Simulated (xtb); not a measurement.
Si(H)2(vinyl)(OH) (C2H6OSi), SMILES [SiH2](O)C=C. All values are semi-empirical tight-binding results from xtb (GFN2-xTB unless named), good for trends rather than for accurate numbers. Geometry: GFN2-xTB. Other conformers were not sampled.

Optimised geometry:

Bonds (Å): Si1–O2 1.627, Si1–C3 1.886, Si1–H5 1.457, Si1–H6 1.468, O2–H7 0.953, C3–C4 1.324, C3–H8 1.083, C4–H9 1.080, C4–H10 1.080. Bond angles (°): O2–Si1–C3 112.0, O2–Si1–H5 101.4, O2–Si1–H6 110.4, C3–Si1–H5 112.1, C3–Si1–H6 107.8, H5–Si1–H6 113.1, Si1–O2–H7 121.8, Si1–C3–C4 125.0, Si1–C3–H8 117.0, C4–C3–H8 118.0, C3–C4–H9 121.6, C3–C4–H10 123.0, H9–C4–H10 115.4.

Computed properties:
```
Quantity                                       Result
--------------------------------------  -------------
orbital gap                                   4.47 eV
dipole moment                                  1.43 D
zero-point energy                       44.4 kcal/mol
G − E(el) at 298.15 K (modified RRHO)   26.1 kcal/mol
static polarisability (D4 model)           60.1 bohr³
solvation energy, GFN2-xTB/ALPB(water)  -3.0 kcal/mol
solvation energy, GFN2-xTB/ALPB(chcl3)  -3.3 kcal/mol
```

Computed atomic charges and the Wiberg bond orders between heavy atoms:
charges (e) Si1 0.50, O2 -0.48, C3 -0.14, C4 -0.08, H5 -0.08, H6 -0.10, H7 0.30, H8 0.02, H9 0.02, H10 0.03. Bond orders Si1–O2 1.18, Si1–C3 0.89, C3–C4 2.00.
